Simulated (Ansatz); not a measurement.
**Worked example: BCl2F + SnHF2 → BCl2 + SnHF3**

Gas-phase species: BCl2F (dichlorofluoroborane) `FB(Cl)Cl`, singlet; SnHF2 `[F][SnH][F]`, doublet; BCl2 `Cl[B]Cl`, doublet; SnHF3 `[F][SnH]([F])[F]`, singlet. A radical takes F: the energy is the difference in strength between the B–F bond broken and the Sn–F bond made.

Shapes, held fixed at every level: PBE0-D4/def2-TZVP. Programs: Ansatz 0.2.0. The zero-point and thermal change to 298 K, harmonic and unscaled (PBE0-D4/def2-TZVP), is -1.8 kJ/mol.

At CCSD(T)/def2-TZVPP; 1 Eh = 2625.50 kJ/mol:

| species | energy (Eh) |
| --- | --- |
| BCl2F | -1044.126691 |
| SnHF2 | -413.763209 |
| BCl2 | -944.239495 |
| SnHF3 | -513.569482 |

Question: Work out ΔH(298 K) of the reaction at this level.

Answer: 
1. Products less reactants: (-944.239495) + (-513.569482) − [(-1044.126691) + (-413.763209)] = 0.080923 Eh = +212.5 kJ/mol.
2. With the thermal change: +212.5 + (-1.8) = +210.7 kJ/mol.

Other levels give +202.1 (HF/def2-TZVPP) to +228.4 kJ/mol (wB97M-V/def2-TZVPP). No measured value is set beside it here. Open shells run unrestricted. For atoms past krypton def2 sets carry core potentials with scalar relativity. Outer-core shells of Sn are correlated, in sets that cover them unevenly. The median of the other correlated levels is +224.4 kJ/mol.
